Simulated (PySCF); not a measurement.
# Ionisation energy of In by level of theory

In [Kr] 4d10 5s2 5p1 (2P) → In⁺ [Kr] 4d10 5s2 (1S), as a difference of total energies. Calculation: PySCF 2.14, in aug-cc-pVTZ-PP with ECP28MDF (6s5p4d2f, 55 functions); scalar relativity through the core potential. Correlated levels: valence: 4s2 4p6 4d10 frozen. The calculations carry no spin-orbit coupling.

```tsv
method	ionisation energy (eV)	error (eV)
UHF	5.214	-0.389
LDA	5.710	+0.107
PBE	5.583	-0.020
PBE0	5.615	+0.012
r2SCAN	5.706	+0.103
B3LYP	5.642	+0.039
r2SCANh	5.712	+0.109
M06	5.437	-0.166
revPBE	5.537	-0.066
MP2 (valence)	5.401	-0.202
SCS-MP2 (valence)	5.385	-0.218
```

Reference: 5.603 eV (measured; NIST levels, between the centres of gravity of the two terms).

Errors of the correlated levels include the incompleteness of this basis and the frozen core.
